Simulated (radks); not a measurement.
Coulomb parameter of the 5d shell of the tungsten ion W2+ in the model configuration [Xe] 4f14 5d3 6s1, as a second difference U = [E(n + 0.25) + E(n - 0.25) - 2 E(n)] / (0.25)^2 with all orbitals relaxed. "Bare": the charge of the atom changes with n. "Screened": the 6s shell takes up the change at fixed total charge, which measures U(5d,5d) + U(6s,6s) - 2 U(5d,6s). Calculated with a radial shooting solver on a logarithmic mesh with Libxc functionals: scalar-relativistic Kohn-Sham, PBEsol, spin-unpolarised, spherical densities, finite nucleus; Fermi nuclear charge, rms radius 5.3658 fm.

case,configuration,E - E(n) (eV)
start,[Xe] 4f14 5d3 6s1,0.000
bare +0.25,[Xe] 4f14 5d3.25 6s1,-5.162
bare -0.25,[Xe] 4f14 5d2.75 6s1,5.847
screened +0.25,[Xe] 4f14 5d3.25 6s0.75,-0.346
screened -0.25,[Xe] 4f14 5d2.75 6s1.25,0.400

U(bare) = 10.953 eV, U(screened by 6s) = 0.873 eV, against the Slater integral F0(5d,5d) = 13.554 eV with frozen orbitals.
